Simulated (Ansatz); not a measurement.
Computed with Ansatz.

A structure relaxed at PBE0-D4/def2-TZVP, charge 0, multiplicity 1:

```xyz
8

C     0.6877   -0.2285    1.0431
Ga   -0.1182    0.6935   -0.4755
F     0.2873    2.3952   -0.7009
Te   -1.6925   -0.0831   -2.2701
H     1.7731   -0.2316    0.9255
H     0.3303   -1.2548    1.1193
H     0.4452    0.3106    1.9608
H    -1.7130   -1.6013   -1.6022
```

Question: Give its formula and SMILES.

Answer: CH4FGaTe, `[CH3][Ga]([F])[TeH]`.

Question: Point group (tolerance 0.08 Å, 0.16 Å for H)?

Answer: Cs.

Question: Summarise the bond lengths by kind.

Answer: 1 × C–Ga 1.951 Å; 3 × C–H 1.089 to 1.092 Å; 1 × F–Ga 1.764 Å; 1 × Ga–Te 2.510 Å; 1 × H–Te 1.659 Å.
